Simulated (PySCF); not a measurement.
Pb(NH2)4 at several levels of theory

Computed with PySCF 2.14.0 (density fitting, no spin-orbit coupling) at the geometry relaxed with PBE0:

```xyz
13
Pb(NH2)4 (singlet)
Pb    0.0000    0.0000    0.0000
N     1.0669    1.3299    1.3162
H     1.4841    0.7589    2.0544
H     1.8513    1.7353    0.8016
N    -1.0669   -1.3162    1.3299
H    -1.8513   -0.8016    1.7353
H    -1.4841   -2.0544    0.7589
N     1.0669   -1.3299   -1.3162
H     1.8513   -1.7353   -0.8016
H     1.4841   -0.7589   -2.0544
N    -1.0669    1.3162   -1.3299
H    -1.4841    2.0544   -0.7589
H    -1.8513    0.8016   -1.7353
```

| level | basis | state | HOMO (eV) | gap (eV) | charge on Pb1 (e) | dipole about the centre of mass (D) | largest force component (eV/Å) |
| --- | --- | --- | --- | --- | --- | --- | --- |
| PBE0 | Pb def2-SVP with ECP60, N def2-SVP, H def2-SVP | singlet | -6.69 | 5.42 | 0.74 | 0.00 | 0.01 |
| TPSS | the same | singlet | -5.34 | 3.31 | 0.64 | 0.00 | 0.44 |
| PBE0 | Pb def2-TZVP with ECP60, N def2-TZVP, H def2-TZVP | singlet | -7.02 | 5.37 | 1.04 | 0.00 | 0.20 |

Charges are Mulliken's, which hang on the basis. The relaxation used the grid (50, 194), these runs (75, 302) or, all-electron (x2c bases, spin-free X2C Hamiltonian), (99, 590).

Q: What does BLYP with Pb def2-SVP with ECP60, N def2-SVP, H def2-SVP give here?

A: state singlet, HOMO (eV) -5.08, gap (eV) 3.04, charge on Pb1 (e) 0.54, dipole about the centre of mass (D) 0.00, largest force component (eV/Å) 0.62. Time: 8.9 s on 2 threads of Arm Neoverse V1 (shared host), from an already converged density.

In the first row's basis the gap widens with exact exchange: 3.0 to 3.3 eV for BLYP, TPSS (none); 5.4 eV for PBE0 (a fixed share).

A frequency check found unstable modes (1, the lowest at -52 cm⁻¹), so the relaxed geometry is probably a saddle point.
